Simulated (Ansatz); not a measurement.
# Energy profile

The step: GeF₄ ([F][Ge]([F])([F])[F]) + H₂ → GeHF₃ ([F][GeH]([F])[F]) + HF; bonds formed: Ge1–H7, F2–H6; bonds broken: Ge1–F2, H6–H7 (atoms numbered as in the saddle structure below).

Ge1  (-0.198, 0.366, -0.051)
F2  (1.092, -0.535, 1.051)
F3  (-1.305, 0.443, -1.361)
F4  (-1.210, 0.683, 1.273)
F5  (0.905, 1.588, -0.460)
H6  (0.664, -1.255, 0.155)
H7  (0.053, -1.290, -0.607)
(Å)

Electronic energies by CCSD(T) at an estimated basis limit (MP2 extrapolated from triple and quadruple zeta, plus CCSD(T) − MP2 in triple zeta), on PBE0-D4/def2-TZVP structures; GeH₂F₄, singlet; no counterpoise correction. Program: Ansatz 0.2.0. Basis: def2-TZVPP and def2-QZVPP. Cores are frozen in the correlated methods. Filled d shells of the heavier atoms are correlated. The def2 sets are not built for correlating such inner shells, so the correlated values are less sure here. Extrapolation: Hartree–Fock as exp(−7.88 √X), correlation as X^−2.97.

Question: Give the profile in kJ/mol, counted from the separated reactants. (An estimate is asked for; the value comes from the calculation.)

Answer: Computed:
```tsv
point	kJ/mol
separated: GeF₄ (linked as [F][Ge]([F])([F])[F]; Ge1, F2, F3, F4, F5; singlet) + H₂ (H6, H7; singlet)	0.0
start structure	-1.6
saddle	193.3
end structure	2.0
separated: GeHF₃ (linked as [F][GeH]([F])[F]; Ge1, F3, F4, F5, H7; singlet) + HF (F2, H6; singlet)	20.7
```

T1 diagnostic: at most 0.014.

For scale, one of the runs: CCSD(T)/def2-TZVPP, 200 basis functions, launched by `ansatz run in.yaml --threads 4 --pin off --events-out ev --progress --plain --max-ram 9574MiB`. Time: 2.7 min of wall clock on 4 CPU threads of an Intel Xeon; the host was shared. Peak host memory: 2.9 GiB.
